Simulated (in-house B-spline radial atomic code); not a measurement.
What moves the levels of Tm ([Xe] 4f13 6s2)? Level of theory: Dirac-Hartree-Fock, average of configuration, Fermi nucleus of rms radius 5.2256 fm; calculated with a radial B-spline atomic code at the basis-set limit.

Baseline run (computed): total energy -13574.2918 hartree, 1s1/2 at -2195.734 hartree, 6s1/2 at -5.2872 eV with <r> = 4.278 bohr.

Scaling the speed of light c (a factor of 100 is close to the non-relativistic limit):

| c/c0 | ΔE (hartree) | 6s1/2 level (eV) | 6s1/2 <r> (bohr) |
| --- | --- | --- | --- |
| 0.9 | -176.72 | -5.40405 | 4.193 |
| 0.98 | -30.14 | -5.30657 | 4.264 |
| 1.02 | 28.043 | -5.2694 | 4.292 |
| 1.2 | 212.29 | -5.15688 | 4.38 |
| 100 | 634.39 | -4.9241 | 4.578 |

Changing the nucleus:

```json
{"nucleus": "Gaussian nucleus of rms radius 5.2256 fm", "ΔE (eV)": "-0.248"}
{"nucleus": "uniform spherical nucleus of rms radius 5.2256 fm", "ΔE (eV)": "0.0662"}
{"nucleus": "Gaussian nucleus of rms radius 0.01 fm", "ΔE (eV)": "-40"}
{"nucleus": "Fermi nucleus of rms radius 5.1211 fm", "ΔE (eV)": "-1.36"}
{"nucleus": "Fermi nucleus of rms radius 5.3301 fm", "ΔE (eV)": "1.38"}
```

A larger nucleus binds the electrons less, roughly as the density at the nucleus times the change of the nuclear <r²>. At equal rms radius the shape enters only through higher moments. A radius of 0.01 fm is nearly a point.

The nuclear charge is raised by 0.1. What does the Hellmann-Feynman theorem predict for the energy, and what is found?

dE/dZ ≈ -Σ<1/r>, which is -487.803 at the start and -488.885 at the end; their mean times 0.1 is -48.834 hartree, and the two runs differ by -48.833 hartree.
